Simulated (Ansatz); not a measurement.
Reaction (cleavage of the Si–Ga bond): `S[SiH2][GaH2]` + `N[SiH3]` → `[SiH3]N[SiH2]S` + `[GaH3]`

Isolated molecules relaxed with PBE0-D4/def2-TZVP in Ansatz; ΔE leaves out vibrations. CBS: MP2 limit from def2 TZ/QZ plus the TZ coupled-cluster correction, frozen cores. This one scheme is used for every species. Functionals use def2-TZVPP. B3LYP here is the variant with VWN-RPA as its local correlation; programs differ in this. For Ga outer-core shells are correlated without core-valence functions, which leaves a few kJ/mol of doubt a bond. Scalar relativity is left out up to krypton. One conformer a species, not always the lowest.

```json
{"level": "PBE-D4", "ΔE (kJ/mol)": "-32.8", "difference from CCSD(T)/CBS": "17.2"}
{"level": "r2SCAN-D4", "ΔE (kJ/mol)": "-46.0", "difference from CCSD(T)/CBS": "4.0"}
{"level": "PBE0-D4", "ΔE (kJ/mol)": "-40.1", "difference from CCSD(T)/CBS": "9.9"}
{"level": "B3LYP-D4", "ΔE (kJ/mol)": "-48.9", "difference from CCSD(T)/CBS": "1.1"}
{"level": "ωB97X-V", "ΔE (kJ/mol)": "-53.3", "difference from CCSD(T)/CBS": "-3.3"}
{"level": "ωB97M-V", "ΔE (kJ/mol)": "-55.3", "difference from CCSD(T)/CBS": "-5.3"}
{"level": "B2PLYP", "ΔE (kJ/mol)": "-51.6", "difference from CCSD(T)/CBS": "-1.6"}
{"level": "PBE", "ΔE (kJ/mol)": "-30.3", "difference from CCSD(T)/CBS": "19.7"}
{"level": "r2SCAN", "ΔE (kJ/mol)": "-44.9", "difference from CCSD(T)/CBS": "5.1"}
{"level": "PBE0", "ΔE (kJ/mol)": "-37.9", "difference from CCSD(T)/CBS": "12.1"}
{"level": "B3LYP", "ΔE (kJ/mol)": "-45.1", "difference from CCSD(T)/CBS": "4.9"}
{"level": "HF/def2-TZVPP", "ΔE (kJ/mol)": "-65.5", "difference from CCSD(T)/CBS": "-15.5"}
{"level": "MP2/def2-TZVPP", "ΔE (kJ/mol)": "-58.2", "difference from CCSD(T)/CBS": "-8.2"}
{"level": "SCS-MP2/def2-TZVPP", "ΔE (kJ/mol)": "-59.7", "difference from CCSD(T)/CBS": "-9.7"}
{"level": "CCSD/def2-TZVPP", "ΔE (kJ/mol)": "-53.7", "difference from CCSD(T)/CBS": "-3.7"}
{"level": "CCSD(T)/def2-TZVPP", "ΔE (kJ/mol)": "-52.4", "difference from CCSD(T)/CBS": "-2.4"}
{"level": "HF/def2-QZVPP", "ΔE (kJ/mol)": "-67.5", "difference from CCSD(T)/CBS": "-17.5"}
{"level": "MP2/def2-QZVPP", "ΔE (kJ/mol)": "-57.5", "difference from CCSD(T)/CBS": "-7.5"}
{"level": "SCS-MP2/def2-QZVPP", "ΔE (kJ/mol)": "-59.5", "difference from CCSD(T)/CBS": "-9.5"}
{"level": "HF/CBS(def2)", "ΔE (kJ/mol)": "-67.8", "difference from CCSD(T)/CBS": "-17.8"}
{"level": "MP2/CBS(def2)", "ΔE (kJ/mol)": "-55.8", "difference from CCSD(T)/CBS": "-5.8"}
{"level": "CCSD/CBS(def2)", "ΔE (kJ/mol)": "-51.3", "difference from CCSD(T)/CBS": "-1.3"}
{"level": "CCSD(T)/CBS", "ΔE (kJ/mol)": "-50.0", "difference from CCSD(T)/CBS": "0"}
```

Largest T1 diagnostic among the species: 0.013.

From PBE to PBE0 (25 % exact exchange), in def2-TZVPP and without D4, ΔE moves by −7.6 kJ/mol. In def2-TZVPP, CCSD(T) changes the Hartree–Fock value by +13.2 kJ/mol (the triples alone add +1.3 kJ/mol) and MP2 by +7.4 kJ/mol. The D4 term adds −3.7 kJ/mol with B3LYP and −2.3 kJ/mol with PBE0; it sums over pairs of atoms, weighted by their polarisabilities, and B3LYP, whose exchange is more repulsive, gets the larger term.
